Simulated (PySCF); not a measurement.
Bonds: Si1-O2, Si1-C7, Si1-C11, Si1-C15, O2-C3. C3 carries H4, H5, H6; C7 carries H8, H9, H10; C11 carries H12, H13, H14; C15 carries H16, H17, H18.

All values are calculated (PySCF 2.14): PBE0-D3(BJ)/def2-SVP geometry, shieldings: GIAO B3LYP/pcSseg-1. Isolated molecule, no relativistic terms, averaged over atoms made equivalent by symmetry, fast rotation or ring inversion, one computed conformer.

Chemical shifts δ = σref − σ; 13C, 1H, 29Si against TMS; 17O vs H2O, all at this level.

```csv
atoms,nucleus,count,δ (ppm)
H8/H9/H10/H12/H13/H14/H16/H17/H18,1H,9,?
C3,13C,1,51.8
C7/C11/C15,13C,3,-1.8
Si1,29Si,1,?
H4/H5/H6,1H,3,3.54
O2,17O,1,25.1
```

Question: Estimate the values marked ?.

Answer: 
- H8/H9/H10/H12/H13/H14/H16/H17/H18: 0.04 ppm, hydrogen on a carbon bonded to Si
- Si1: 19.3 ppm, silicon bonded to 3 C, O

Shifts are as computed. Against solution values, carbons near 30 ppm lie about +2 ppm off and those near 130 ppm about +6 ppm. Of 1211 compounds with measured shifts, 218 miss one by over three times the rms of a fit or turn the order of signals round; such compounds aren't used in these exercises. Experimental scales use liquid or dissolved standards, which lie at an offset from isolated H2O (liquid H2O: subtract about 36 ppm).
